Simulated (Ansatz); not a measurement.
Job for Ansatz (an electronic-structure program): U-r2SCAN/def2-TZVPP on CH3Si (SMILES [CH]=[SiH2]), 2S+1 = 2, atoms moved off the minimum.

Ansatz 0.2 input:
```yaml
crystal:
  periodic: [false, false, false]
  atoms:
    - {symbol: C, position_ang: [1.17208721, -0.10575364, -0.02192795]}
    - {symbol: Si, position_ang: [-0.51349372, 0.07216319, -0.14096117]}
    - {symbol: H, position_ang: [2.19945537, -0.25149262, -0.03486627]}
    - {symbol: H, position_ang: [-1.15929828, 1.42761948, 0.01047833]}
    - {symbol: H, position_ang: [-1.37190334, -1.03044907, -0.03771119]}
basis:
  gaussian:
    orbitals: def2-TZVPP
hamiltonian:
  xc: {name: r2SCAN}
magnetization: {spin_polarized: true, initial_magnetization: 1}
output: {forces: true}
```

Output:

```
WARN ansatz: RAYON_NUM_THREADS=1 ignored (pool sized by the plan → 1); use --threads N
Functional definition: r2SCAN
integrals: 0.03 GiB planned
645 factors; their error is unknown
mean field: 0.36 GiB planned
mean field evaluation 1: about -8951.2538 eV, gradient 3.7e1 eV
mean field evaluation 2: about -8918.6957 eV, gradient 6.7e1 eV
mean field evaluation 4: about -8958.6157 eV, gradient 4.5e0 eV
mean field evaluation 8: about -8958.7712 eV, gradient 2.0e-1 eV
mean field evaluation 16: about -8958.7569 eV, gradient 1.4e-3 eV
mean field -8958.75689842 eV, -329.2282435534 hartree, gradient 1.5e-5 eV, S^2 0.812925; 2 other end points of the search recorded, 0 dependent functions left out
the calculation of the forces begins
reference -8958.75691054 eV, -329.2282439987 hartree; 12, 11 occupied and 103, 104 virtual orbitals, 645 factors
Total energy: -8958.75691054 eV, -329.2282439987 hartree
Atom 0 at     1.172087    -0.105754    -0.021928 Å, force    -2.251653     0.266663    -0.020456 eV/Å
Atom 1 at    -0.513494     0.072163    -0.140961 Å, force     1.623985     1.679467     0.202863 eV/Å
Atom 2 at     2.199455    -0.251493    -0.034866 Å, force     1.458986    -0.189177    -0.079059 eV/Å
Atom 3 at    -1.159298     1.427619     0.010478 Å, force     0.202719    -0.475648    -0.136627 eV/Å
Atom 4 at    -1.371903    -1.030449    -0.037711 Å, force    -1.034037    -1.281305     0.033279 eV/Å
Dipole moment:    -0.144405    -0.009867    -0.035382 e Å
```

Self-consistency was reached.

Cost: about 5 core-seconds (a rough figure).
